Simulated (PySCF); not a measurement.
In(Me)3 (C3H9In), SMILES [CH3][In]([CH3])[CH3].

Geometry: B3LYP-D3(BJ)/def2-SVP. The isomer is the one that the SMILES or the coordinates give; other isomers of the formula were not compared. The def2 effective core potentials stand for the cores of In; spin–orbit coupling is left out.

All values below come from B3LYP-D3(BJ)/def2-SVP (PySCF).

Frequencies are harmonic and unscaled.

A small imaginary wavenumber (i) marks a very flat motion, where grid noise or a shallow saddle decides the sign.

Computed normal modes with their intensities:
| mode | ν (cm⁻¹) | IR (km/mol) | moving atoms (share of kinetic energy) |
|---|---|---|---|
| 1 | 24i | 0.0 | H 100 % |
| 2 | 19i | 0.0 | H 96 % |
| 3 | 16i | 0.0 | H 96 % |
| 4 | 113 | 5.0 | C 57 %, H 32 %, In 11 % |
| 5 | 114 | 5.1 | C 56 %, H 32 %, In 12 % |
| 6 | 118 | 2.6 | C 45 %, H 29 %, In 26 % |
| 7 | 452 | 0.2 | C 81 %, H 19 % |
| 8 | 483 | 42.8 | C 66 %, H 18 %, In 15 % |
| 9 | 484 | 45.0 | C 66 %, H 18 %, In 16 % |
| 10 | 604 | 2.4 | H 87 %, C 13 % |
| 11 | 611 | 2.7 | H 87 %, C 13 % |
| 12 | 636 | 0.2 | H 88 %, C 12 % |
| 13 | 710 | 71.4 | H 80 %, C 18 % |
| 14 | 729 | 86.6 | H 81 %, C 18 % |
| 15 | 731 | 80.6 | H 81 %, C 18 % |
| 16 | 1174 | 0.3 | H 82 %, C 18 % |
| 17 | 1174 | 0.3 | H 82 %, C 18 % |
| 18 | 1183 | 0.3 | H 84 %, C 16 % |
| 19 | 1428 | 0.1 | H 95 % |
| 20 | 1431 | 0.4 | H 95 % |
| 21 | 1431 | 0.3 | H 95 % |
| 22 | 1435 | 0.0 | H 95 % |
| 23 | 1436 | 0.0 | H 95 % |
| 24 | 1441 | 3.3 | H 95 % |
| 25 | 3027 | 21.1 | H 97 % |
| 26 | 3027 | 21.4 | H 97 % |
| 27 | 3029 | 0.9 | H 97 % |
| 28 | 3118 | 0.8 | H 91 %, C 9 % |
| 29 | 3119 | 1.4 | H 91 %, C 9 % |
| 30 | 3119 | 30.1 | H 91 %, C 9 % |
| 31 | 3140 | 0.1 | H 90 %, C 10 % |
| 32 | 3140 | 16.3 | H 90 %, C 10 % |
| 33 | 3140 | 13.3 | H 90 %, C 10 % |
